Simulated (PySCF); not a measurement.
# Correlation energy of Ti (titanium, neutral)

[Ar] 3d3 4s1, high-spin 5F determinant (an excited configuration). Calculation: PySCF 2.14, in aug-cc-pVDZ-DK (7s6p4d2f, 59 functions); scalar relativity by spin-free X2C-1e. Frozen: [Ar]; 4 electrons correlated.

MP2 pair energies summed by pair of shells (mhartree):

| pair | energy | share (%) |
| --- | --- | --- |
| 3d-3d | -18.87 | 68.7 |
| 3d-4s | -8.60 | 31.3 |

Total MP2 correlation energy: -27.46 mhartree.

Same-spin part -27.46 and opposite-spin part 0.00 mhartree; SCS-MP2 scales them by 1/3 and 6/5 to -9.15 mhartree.
